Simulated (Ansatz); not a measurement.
One change: `[BH2][Ga]([CH3])[BH]O` becomes `[CH3][Ga]([PH2])[BH]O`.

Ansatz, PBE0-D4/def2-TZVP geometries, multiplicity 1. Each molecule was computed in one conformer, which needn't be the lowest.

Scalar relativity is left out up to krypton.

```tsv
property	`[BH2][Ga]([CH3])[BH]O`
HOMO–LUMO gap (ωB97M-V/def2-TZVPP) / eV	8.52
size of the dipole moment (ωB97M-V/def2-TZVPP) / D	1.42
LUMO energy (PBE0/def2-TZVPP) / eV	-2.00
LUMO energy (B3LYP/def2-TZVPP) / eV	-2.20
size of the dipole moment (B3LYP/def2-TZVPP) / D	1.43
LUMO energy (ωB97M-V/def2-TZVPP) / eV	-0.15
```

Problem. Give the same properties after the change, and the shifts. (Best estimate.)

Solution. Computed: 
| property | `[CH3][Ga]([PH2])[BH]O` | shift |
| --- | --- | --- |
| HOMO–LUMO gap (ωB97M-V/def2-TZVPP) / eV | 9.01 | 0.49 |
| size of the dipole moment (ωB97M-V/def2-TZVPP) / D | 2.59 | 1.17 |
| LUMO energy (PBE0/def2-TZVPP) / eV | -1.15 | 0.85 |
| LUMO energy (B3LYP/def2-TZVPP) / eV | -1.40 | 0.80 |
| size of the dipole moment (B3LYP/def2-TZVPP) / D | 2.48 | 1.05 |
| LUMO energy (ωB97M-V/def2-TZVPP) / eV | 0.52 | 0.67 |

With PBE0 the HOMO rises by 0.10 eV and the LUMO rises by 0.85 eV, so the gap widens by about 0.75 eV. PBE moves the HOMO by 0.04 eV and ωB97M-V by 0.18 eV. Dipoles are sizes alone; their direction can turn.

Positive LUMOs are unbound, so they and the gaps depend on the basis.

B3LYP here is the variant with VWN-RPA as its local correlation; programs differ in this.
